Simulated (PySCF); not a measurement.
Isomers of C2H5GeNO, mass 132.958 u with the commonest isotopes. Method: PySCF 2.14.0, PBE0-D3(BJ)/def2-SVP geometry optimisation, gas phase. One conformer each, none proved a minimum here; rigid rotors.

Problem. Order these by rotational constant A, largest first.
A. `[CH3:1][O:2][GeH2:3][C:4]#[N:5]` with C1–O2–Ge3–C4 58°
B. `[N:1]#[C:2][CH2:3][O:4][GeH3:5]` with C2–C3–O4–Ge5 180°
C. GeH2Me(NCO), `[H][Ge]([H])([CH3])[N]=C=O`

Solution. B (24638 MHz), C (9315 MHz), A (4734 MHz).

Problem. Order these by radius of gyration √(Σ m r²/M), smallest first.
A. `[N:1]#[C:2][CH2:3][O:4][GeH3:5]` with C2–C3–O4–Ge5 180°
B. `[CH3][GeH2][N]=C=O` (GeH2Me(NCO))
C. `[CH3:1][O:2][GeH2:3][C:4]#[N:5]` with C1–O2–Ge3–C4 58°

Solution. C (1.503 Å), B (1.711 Å), A (1.898 Å).

Problem. Order these by dipole moment, smallest first.
A. `[CH3:1][O:2][GeH2:3][C:4]#[N:5]` with C1–O2–Ge3–C4 58°
B. `[CH3][GeH2][N]=C=O` (GeH2Me(NCO))
C. `[N:1]#[C:2][CH2:3][O:4][GeH3:5]` with C2–C3–O4–Ge5 180°

Solution. A (3.04 D), B (3.51 D), C (4.94 D).

| SMILES | point group | Ia (u·Å²) | Ib (u·Å²) | Ic (u·Å²) | κ | μa (D) | μb (D) | μc (D) |
| --- | --- | --- | --- | --- | --- | --- | --- | --- |
| [H][Ge]([H])([CH3])[N]=C=O | near Cs | 54.26 | 339.67 | 384.19 | -0.96 | 3.48 | 0.44 | 0.03 |
| C[O][GeH2][C]#N | C1 | 106.74 | 202.83 | 291.07 | -0.50 | 2.39 | 1.52 | 1.09 |
| N#CC[O][GeH3] | Cs | 20.51 | 463.26 | 474.12 | -1.00 | 4.39 | 2.27 | 0.00 |
